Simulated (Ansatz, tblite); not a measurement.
Forces on GeHMe2(OMe) (C₃H₁₀GeO) at its PBE0-D4/def2-SVP geometry. Charge 0, multiplicity 1.

The xTB rows come from tblite. Another isomer (singlet) lies 0.89 eV lower at PBE0-D4/def2-TZVP; other spin states weren't run for this one.

GFN1-xTB (tblite), largest force 1.07 eV/Å:

```xyz
15
positions Å, forces eV/Å
C    -0.670    1.603    0.540   -0.179    0.184   -0.003
C     2.222    0.363   -0.204    0.175   -0.053   -0.046
C    -1.431   -1.854    0.056   -0.930   -0.522   -0.028
Ge    0.305    0.243   -0.460   -0.111    0.272   -1.004
O    -0.128   -1.375    0.175    0.446    0.057    0.132
H    -0.096    0.277   -1.958    0.171   -0.046    0.735
H    -0.418    1.534    1.608   -0.088    0.045   -0.229
H    -1.757    1.478    0.427    0.247    0.132    0.124
H    -0.402    2.608    0.180   -0.145   -0.221    0.207
H     2.458    0.306    0.868    0.030    0.019   -0.231
H     2.609    1.313   -0.601    0.027   -0.264    0.136
H     2.726   -0.467   -0.718    0.035    0.241    0.172
H    -2.170   -1.242    0.611    0.173   -0.069   -0.127
H    -1.476   -2.875    0.473    0.055    0.160   -0.062
H    -1.774   -1.912   -0.997    0.094    0.064    0.224
```

GFN2-xTB (tblite), largest force 0.90 eV/Å:

```
C -0.450 0.603 0.299
C 0.742 -0.064 0.060
C -0.823 -0.362 -0.047
Ge -0.152 -0.280 -0.475
O 0.096 0.177 -0.125
H 0.023 -0.049 0.258
H -0.130 0.060 -0.379
H 0.365 0.128 0.108
H -0.161 -0.399 0.212
H -0.016 0.016 -0.415
H -0.099 -0.396 0.174
H -0.078 0.351 0.240
H 0.322 -0.134 -0.172
H 0.162 0.272 -0.079
H 0.197 0.079 0.343
```

PBE-D4/def2-TZVP (Ansatz), largest force 0.73 eV/Å:

```
C -0.182 0.224 0.168
C 0.321 -0.040 0.059
C -0.701 -0.193 -0.096
Ge -0.020 0.273 -0.191
O 0.603 -0.275 0.280
H -0.058 0.002 -0.174
H -0.012 0.007 -0.054
H 0.058 0.007 0.001
H -0.012 -0.047 0.017
H -0.005 0.008 -0.052
H -0.028 -0.047 0.017
H -0.021 0.050 0.023
H 0.005 0.009 0.008
H 0.041 0.015 0.004
H 0.011 0.008 -0.011
```
